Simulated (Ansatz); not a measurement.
Relaxation of C₂H₁₁NOSi (16 atoms, charge 0, multiplicity 1), to a largest force component of 0.03 eV/Å in at most 50 steps.

All numbers below come from Ansatz 0.2.0, RKS r2SCAN/cc-pVDZ.

```xyz
16
Properties=species:S:1:pos:R:3
Si 0.267 0.078 0.979
N -0.526 -0.801 -0.381
C -1.800 -1.465 -0.100
H 0.317 -0.805 2.207
H -0.595 1.249 1.319
C 2.021 0.526 0.487
H -0.584 1.259 -1.425
O -0.189 2.134 -1.265
H 0.120 -1.444 -0.844
H -1.725 -2.325 0.598
H -2.497 -0.738 0.350
H -2.265 -1.824 -1.034
H 2.529 1.036 1.321
H 1.996 1.205 -0.377
H 2.607 -0.374 0.238
H 0.324 2.288 -2.073
```

Where does it end, and by what steps?

The run converged. After 15 steps the energy has fallen by 0.119 eV; H16 moved furthest, 0.70 Å.

```json
{"step": "0", "energy less start (eV)": "0.0000", "largest force component (eV/Å)": "0.472", "accepted": "yes"}
{"step": "1", "energy less start (eV)": "0.0695", "largest force component (eV/Å)": "2.758", "accepted": "no"}
{"step": "2", "energy less start (eV)": "-0.0311", "largest force component (eV/Å)": "0.765", "accepted": "yes"}
{"step": "3", "energy less start (eV)": "-0.0590", "largest force component (eV/Å)": "0.579", "accepted": "yes"}
{"step": "4", "energy less start (eV)": "-0.0889", "largest force component (eV/Å)": "0.316", "accepted": "yes"}
{"step": "5", "energy less start (eV)": "-0.0718", "largest force component (eV/Å)": "0.518", "accepted": "no"}
{"step": "6", "energy less start (eV)": "-0.1024", "largest force component (eV/Å)": "0.159", "accepted": "yes"}
{"step": "7", "energy less start (eV)": "-0.1094", "largest force component (eV/Å)": "0.076", "accepted": "yes"}
{"step": "8", "energy less start (eV)": "-0.1131", "largest force component (eV/Å)": "0.203", "accepted": "yes"}
{"step": "9", "energy less start (eV)": "-0.1147", "largest force component (eV/Å)": "0.284", "accepted": "yes"}
{"step": "10", "energy less start (eV)": "-0.0853", "largest force component (eV/Å)": "0.536", "accepted": "no"}
{"step": "11", "energy less start (eV)": "-0.1177", "largest force component (eV/Å)": "0.118", "accepted": "yes"}
{"step": "12", "energy less start (eV)": "-0.1182", "largest force component (eV/Å)": "0.079", "accepted": "yes"}
{"step": "13", "energy less start (eV)": "-0.1185", "largest force component (eV/Å)": "0.069", "accepted": "yes"}
{"step": "14", "energy less start (eV)": "-0.1187", "largest force component (eV/Å)": "0.052", "accepted": "yes"}
{"step": "15", "energy less start (eV)": "-0.1188", "largest force component (eV/Å)": "0.027", "accepted": "yes"}
```

```xyz
16
Properties=species:S:1:pos:R:3
Si 0.362 -0.092 1.138
N -0.494 -0.689 -0.305
C -1.842 -1.244 -0.142
H 0.614 -1.182 2.152
H -0.564 0.906 1.762
C 1.969 0.685 0.566
H -0.461 0.985 -1.295
O -0.254 1.873 -1.669
H 0.084 -1.320 -0.865
H -1.874 -2.202 0.414
H -2.465 -0.518 0.404
H -2.312 -1.403 -1.126
H 2.504 1.154 1.407
H 1.719 1.454 -0.181
H 2.640 -0.062 0.112
H 0.374 1.654 -2.372
```

Whether the end is a true minimum wasn't checked by a vibrational analysis.

Time of the run: 76 s on 4 threads of Arm Neoverse N1 (shared host), peak memory 0.22 GiB.
